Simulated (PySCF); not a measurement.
Delta-SCF ions had no search for a lower state. Excitations are Tamm–Dancoff values on a coarser integration grid. The basis has no diffuse functions, so Rydberg states are missing or too high.

Cartesian coordinates (Å):
```xyz
4

Cl    -0.0873     2.1593    -0.0130
Al    -0.0033     0.0827    -0.0005
I     -2.0801    -1.2069     0.0076
I      2.1708    -1.0351     0.0059
```
Charge 0, multiplicity 1.

Task: Predict the S1–T1 gap (TDA), T1 excitation (TDA), total energy, LUMO, dipole moment, S1 excitation (TDA), HOMO and vertical ionisation energy (Delta-SCF) from PBE-D3(BJ)/def2-TZVP // PBE0-D3(BJ)/def2-TZVP (PySCF).

Result: 
S1–T1 gap (TDA): 0.27 eV
T1 excitation (TDA): 4.16 eV
total energy: -1297.9200 Ha
LUMO: -2.50 eV
dipole moment: 0.57 D
S1 excitation (TDA): 4.43 eV
HOMO: -6.79 eV
vertical ionisation energy (Delta-SCF): 9.34 eV
